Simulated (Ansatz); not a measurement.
CdFH$_{6}$NSi$_{2}$ (`[F][Cd][N]([SiH3])[SiH3]`), relaxed with RKS PBE0-D4/def2-TZVP in Ansatz from a PBE-D4/def2-SVP geometry. The force threshold is 0.005 eV/Å; the program also tests the step.

Total charge 0; spin multiplicity 1. Cd: def2 effective core potential.

Start:

```xyz
11

F    -0.048   -0.776    4.073
Cd   -0.032   -0.435    2.167
N    -0.027   -0.123    0.174
Si    1.495   -0.298   -0.687
Si   -1.478    0.542   -0.562
H     2.390   -1.226    0.097
H     1.245   -0.878   -2.057
H     2.243    1.002   -0.868
H    -2.662    0.200    0.309
H    -1.675   -0.053   -1.934
H    -1.450    2.045   -0.712
```

(1) By how much does the energy fall, and how many steps does the optimiser take? (Estimate.)

(2) Which bonds change most? (Best estimate.)

(3) Give the relaxed structure. (An estimate is asked.)

## Answers

(1) Ansatz gave: 5.35 kJ/mol, in 14 steps.

(2) Computed: N3–Si4 from 1.757 to 1.723 Å; N3–Si5 from 1.757 to 1.723 Å; Si5–H11 from 1.511 to 1.491 Å; Si4–H8 from 1.511 to 1.491 Å.

(3) The calculation gave: 
```xyz
11

F    -0.117   -1.005    3.981
Cd   -0.063   -0.536    2.111
N    -0.012   -0.068    0.165
Si    1.481   -0.257   -0.674
Si   -1.445    0.569   -0.551
H     2.430   -1.002    0.204
H     1.294   -1.022   -1.938
H     2.113    1.046   -1.024
H    -2.571    0.410    0.414
H    -1.783   -0.153   -1.809
H    -1.327    2.018   -0.880
```
